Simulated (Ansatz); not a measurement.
`C/C=C(\C)I`, relaxed with RKS PBE-D4/def2-SVP in Ansatz from a rough embedded geometry. The force threshold is 0.03 eV/Å; the program also tests the step.

Charge 0, multiplicity 1. I: def2 effective core potential.

Start:

```xyz
12

C    -1.151   -0.957    0.726
C    -0.927   -0.006   -0.385
C     0.217    0.599   -0.664
C     1.581    0.531    0.026
I     0.269    1.987   -2.264
H    -1.524   -1.948    0.231
H    -0.296   -1.201    1.300
H    -1.950   -0.615    1.327
H    -1.837    0.238   -1.010
H     2.295    0.141   -0.634
H     1.469   -0.230    0.883
H     1.854    1.461    0.464
```

```json
{"step": "1", "energy (eV)": "-12353.1299", "largest force (eV/Å)": "3.949", "largest move (Å)": "0.000"}
{"step": "2", "energy (eV)": "-12353.4664", "largest force (eV/Å)": "1.159", "largest move (Å)": "0.074"}
{"step": "3", "energy (eV)": "-12353.4736", "largest force (eV/Å)": "0.938", "largest move (Å)": "0.200"}
{"step": "4", "energy (eV)": "-12353.5154", "largest force (eV/Å)": "0.115", "largest move (Å)": "0.078"}
{"step": "5", "energy (eV)": "-12353.5179", "largest force (eV/Å)": "0.047", "largest move (Å)": "0.048"}
{"step": "6", "energy (eV)": "-12353.5186", "largest force (eV/Å)": "0.008", "largest move (Å)": "0.029"}
```

End:

```xyz
12

C    -1.181   -0.993    0.697
C    -0.936    0.002   -0.401
C     0.229    0.628   -0.663
C     1.541    0.500    0.045
I     0.277    2.015   -2.301
H    -1.562   -1.950    0.279
H    -0.278   -1.220    1.296
H    -1.966   -0.623    1.392
H    -1.805    0.231   -1.040
H     2.343    0.172   -0.648
H     1.474   -0.235    0.871
H     1.863    1.473    0.473
```

Run time 12 s (4 threads of a server CPU on a shared host); peak host memory 0.17 GiB.
